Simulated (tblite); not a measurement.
Compound: C₃H₈O₂Si₂.
Z-matrix (Å and degrees, GFN2-xTB geometry), rows numbered from 1:
```
C 
O   1  1.4107
C   2  1.3567  1  117.87
C   3  1.3428  2  127.91  1     0.08
Si  4  1.8703  3  112.59  2  -179.92
O   5  1.6533  4   97.72  3    -0.07
Si  6  1.6314  5  119.38  4     0.08
H   1  1.0887  2  106.16  3   179.90
H   1  1.0948  2  111.13  3    60.78
H   1  1.0948  2  111.15  3   -61.01
H   4  1.0800  3  122.95  2     0.01
H   5  1.4605  4  115.30  3   111.97
H   5  1.4604  4  115.34  3  -112.14
H   7  1.4576  3  113.35  2    66.80
H   7  1.4576  3  113.40  2   -66.90
```

Computed with GFN2-xTB (tblite): harmonic, unscaled wavenumbers at the GFN2-xTB geometry, gas phase. Against measured fundamentals such values can be off by several per cent, at times by over 20. Modes of hydrogen on silicon can be 10 to 20 % off. One conformer, not necessarily the lowest.

Harmonic wavenumbers (cm⁻¹): 105.2, 138.6, 166.3, 210.0, 227.6, 329.6, 378.2, 387.2, 446.9, 488.7, 539.3, 568.3, 584.9, 617.9, 631.9, 673.3, 763.9, 778.5, 782.7, 799.3, 859.0, 922.8, 1002.9, 1118.1, 1135.5, 1171.1, 1238.0, 1393.3, 1466.3, 1482.4, 1571.0, 2258.2, 2277.0, 2293.3, 2308.5, 2931.9, 2946.9, 3026.4, 3061.1.

A = 3257, B = 1343, C = 979.2 MHz; mass 132.006 u (most abundant isotopes); point group Cs, symmetry number 1.

Question: Zero-point energy?

Answer: ½Σν̃ = 22041 cm⁻¹ = 263.67 kJ/mol.

Question: Entropy at 273.15 K, 1 bar (ideal gas, RRHO, classical rotation)?

Answer: Translation 167.93, rotation 119.02, vibration 80.65: S = 367.6 J/(mol K).

Question: And Cp and H(273.15 K) − H(0)?

Answer: Cp = 141.51 J/(mol K), of which vibrations give 108.25 (their classical limit is 39 R = 324.3); H(273.15 K) − H(0) = 22.41 kJ/mol without the zero-point energy, 13.32 from vibrations.

Question: Blend soft modes into free rotors: weight 1/[1 + (100 cm⁻¹/ν̃)⁴] for the oscillator and the rest for a rotor with moment μB/(μ + B), μ = h/(8π²ν), B = 10⁻⁴⁴ kg m². What vibrational entropy results?

Answer: 79.68 J/(mol K) in place of 80.65, which changes −T·S at 273.15 K by +0.26 kJ/mol.

Question: How do the functions run with temperature in this model?

Answer: 
```
 T (K)  S (J/(mol K))  Cp (J/(mol K))  H − H(0) (kJ/mol)  G − H(0) (kJ/mol)  ln q(vib)
    50          233.6            42.8               1.79              -9.89       0.08
   100          270.0            64.6               4.47             -22.53       0.60
298.15          380.4           151.3              26.07             -87.36       4.38
373.15          417.3           177.4              38.42            -117.29       6.04
   500          474.2           211.9              63.22            -173.90       8.90
   750          569.5           257.3             122.33            -304.78      14.32
  1000          647.7           286.0             190.50            -457.23      19.29
```

q(vib) and H(0) count from the zero-point level.

Question: What must be added to the electronic energy to get the Gibbs energy at 273.15 K and 1 bar?

Answer: ZPE + [H(273.15 K) − H(0)] − T·S = 263.67 + 22.41 − 100.41 = 185.67 kJ/mol.

Hindered rotation and anharmonicity are outside this model. Other conformers, if any are populated, would add a mixing term that is left out.
